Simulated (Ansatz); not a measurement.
C4H10BN (`BN(C=C)CC`) at its PBE0-D4/def2-TZVP geometry, where that method's forces vanish. The species carries charge 0 and has multiplicity 1.

```csv
atom,x (Å),y (Å),z (Å)
B1,0.2135,-1.2012,-1.7124
N2,0.1902,-0.6157,-0.4423
C3,-0.4406,-1.2530,0.6277
C4,-0.5228,-0.8298,1.8863
C5,0.8054,0.6824,-0.1910
C6,-0.2007,1.8192,-0.1655
H7,-0.3286,-2.2548,-1.8712
H8,0.7762,-0.6310,-2.5997
H9,-0.8885,-2.1982,0.3416
H10,-1.0329,-1.4436,2.6158
H11,-0.1043,0.1057,2.2330
H12,1.5359,0.8520,-0.9822
H13,1.3584,0.6327,0.7518
H14,0.2999,2.7620,0.0667
H15,-0.9778,1.6525,0.5814
H16,-0.6832,1.9209,-1.1399
```

Task: For each bond, give half the difference of the two atoms' forces along it (eV/Å; positive pushes the atoms apart) under PBE-D4, r2SCAN-D4, B3LYP-D4, ωB97M-V in def2-TZVPP. (Best estimate.)

Result: Computed: 
```csv
bond,length (Å),PBE-D4,r2SCAN-D4,B3LYP-D4,ωB97M-V
B1–N2,1.399,0.13,0.07,0.01,-0.06
B1–H7,1.195,-0.01,-0.08,-0.11,-0.11
N2–C3,1.396,-0.02,0.03,0.14,0.35
N2–C5,1.458,0.11,0.19,0.20,0.10
C3–C4,1.330,0.32,0.17,0.08,-0.13
C3–H9,1.084,0.00,-0.09,-0.16,-0.13
C4–H10,1.081,0.01,-0.07,-0.09,-0.04
C4–H11,1.082,0.01,-0.09,-0.09,-0.03
C5–C6,1.518,-0.01,0.09,0.18,0.15
C5–H12,1.090,0.08,-0.08,-0.15,-0.12
C5–H13,1.094,0.09,-0.08,-0.13,-0.13
C6–H14,1.092,0.09,-0.03,-0.07,-0.08
C6–H15,1.091,0.10,-0.05,-0.08,-0.07
C6–H16,1.092,0.10,-0.03,-0.06,-0.07
```

B3LYP here is the variant with VWN-RPA as its local correlation; programs differ in this.
